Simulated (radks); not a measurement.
Ionisation of the tungsten ion W+, [Xe] 4f14 5d4 6s1, to [Xe] 4f14 5d4 as the strength of local exchange is varied. Method: Dirac Kohn-Sham, Slater X-alpha exchange (alpha = 2/3 is LDA exchange), no correlation, spin-unpolarised, spherical densities, finite nucleus; open shells fill j = l - 1/2 first; Fermi nuclear charge, rms radius 5.3658 fm; computed with a radial shooting solver on a logarithmic mesh with Libxc functionals.

alpha	E(W+) (hartree)	exchange (hartree)	IE (eV)	-e of the level emptied (eV)	<r> of it (bohr)
0.581	-16106.5377	-267.4153	14.223	10.730 (6s1/2)	3.049
0.646	-16136.4851	-297.9288	14.678	11.166 (6s1/2)	3.010
0.667	-16146.1732	-307.8126	14.827	11.308 (6s1/2)	2.998
0.719	-16170.1898	-332.3401	15.198	11.666 (6s1/2)	2.967
0.778	-16197.4857	-360.2618	15.625	12.080 (6s1/2)	2.933
0.852	-16231.7910	-395.4207	16.169	12.609 (6s1/2)	2.892
0.926	-16266.1738	-430.7335	16.721	13.150 (6s1/2)	2.851

NIST Atomic Spectra Database: 16.4 +/- 0.15 eV (semi-empirical). The Delta-SCF value meets it near alpha = 0.88. Spin polarisation and multiplet splitting are left out, so open shells lie too high by an amount that depends on their filling.

Beside tabulated values, note that spin-unpolarised runs miss the spin-polarisation part of the exchange energy of open shells.
